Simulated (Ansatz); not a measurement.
## How methods differ on GaHCl2O (SMILES [OH][Ga]([Cl])[Cl])

GaHCl2O has 5 atoms, charge 0, and is taken as a singlet. As SMILES, `[OH][Ga]([Cl])[Cl]`. Geometry: optimised at PBE0/def2-SVP.

```xyz
5

O     0.2542    1.3550    0.2457
Ga    0.1171   -0.3940    0.0554
Cl    1.5060   -1.6389    1.0623
Cl   -1.4141   -1.2449   -1.1609
H    -0.4133    1.8492   -0.2438
```

Quantity: the dissociation energy of the Cl3–Ga2 bond into doublet Cl and doublet GaHClO (shapes relaxed at PBE0/def2-SVP, no zero-point term), in eV. The values are calculated.

```csv
level,kind,program,value (eV),less CCSD(T)/def2-SVP,CPU time (all runs)
BLYP/def2-SVP,GGA,Ansatz,4.06,-0.21,7.8 s
PBE/def2-SVP,GGA,Ansatz,4.34,+0.07,7 s
r2SCAN/def2-SVP,meta-GGA,Ansatz,4.37,+0.10,20 s
CAM-B3LYP/def2-SVP,range-separated hybrid,Ansatz,4.29,+0.02,12 s
wB97M-V/def2-SVP,range-separated hybrid,Ansatz,4.49,+0.22,47 s
B2PLYP/def2-SVP,double hybrid,Ansatz,4.27,0.00,16 s
MP2/def2-SVP,perturbation theory,Ansatz,4.41,+0.14,4.4 s
CCSD(T)/def2-SVP,coupled cluster or CI,Ansatz,4.27,0.00,25 s
```

Differences are taken from CCSD(T)/def2-SVP for orientation; it has basis-set and higher-order errors of its own. All-electron rows without a relativistic Hamiltonian named are non-relativistic. The values span 4.06 to 4.49 eV. Measured bond enthalpies also hold zero-point and thermal terms, a few tenths of an eV less. In the correlated wave-function rows the outer d shell of Ga is correlated, in sets not made for it. CPU times are rough (shared hosts, several kinds of processor): they show what a rung costs within a factor of a few.
